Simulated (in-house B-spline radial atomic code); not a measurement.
# RPA and G0W0 on PBE: Ru11+

Configuration [Ar] 3d10 4s2 4p3, highest spin, mean-field start PBE. Computed with a B-spline radial code for spherical atoms: all electrons, non-relativistic, point nucleus, each spin shell either full or empty, empty states to l = 9 with an (l + 1/2)⁻⁴ tail; G0W0 by contour deformation at full frequency.

Without relativity these are model numbers: it shifts the levels of so heavy an element strongly and can reorder them.

Command:
```bash
python run_gw.py task.json out
```
Settings (radii: box in bohr, nucleus in fm):
```
Z                        44
electrons                33
configuration            [Ar] 3d10 4s2 4p3
hamiltonian              nr
method                   pbe,pbe
lmax                     9
spin_polarised           True
box_radius               6.2
intervals                49
```

Run time, properties included: 3.5 s on 1 thread of Arm Neoverse N1, on a shared host.

Energies (hartree):

| term | value |
| --- | --- |
| mean-field total | -4404.93632 |
| Hartree-Fock functional on these orbitals | -4403.76984 |
| direct second order | -2.8042 |
| second-order exchange | 0.82263 |
| SOSEX correction | 0.77125 |

Q: What is the RPA correlation energy, and what remains with SOSEX?

A: RPA gives -2.5298 hartree (-2.09 eV per electron); RPA + SOSEX gives -1.7586, and the second-order doubles -1.9816 hartree (no singles). RPA lacks exchange-type terms and so overcorrelates at short range.

Quasi-particle levels (eV):

```tsv
level	occupied	mean field	Σx - vxc	Σc	QP weight	G0W0
4p up	yes	-236.07	-10.91	?	?	?
4s down	yes	-259.51	-6.80	-3.86	0.970	-270.18
3d down	yes	-493.71	-31.52	5.14	0.963	-520.09
4p down	no	-229.87	12.95	-3.41	0.967	-220.33
```

G0W0 = mean field + (Σx - vxc) + Σc, with Σc (partial-wave tail included) taken at the quasi-particle energy. Only the outer levels were computed. Levels of low weight are left out.

Q: Where does G0W0 put 4p up?

A: At -247.64 eV, with Σc = -0.66 eV and a quasi-particle weight of 0.966. The tabulated removal energy is 245 ± 2.5 eV (NIST, tabulated theory); the calculation leaves out relativity, Breit and QED terms, and what these don't explain is the method's own error.
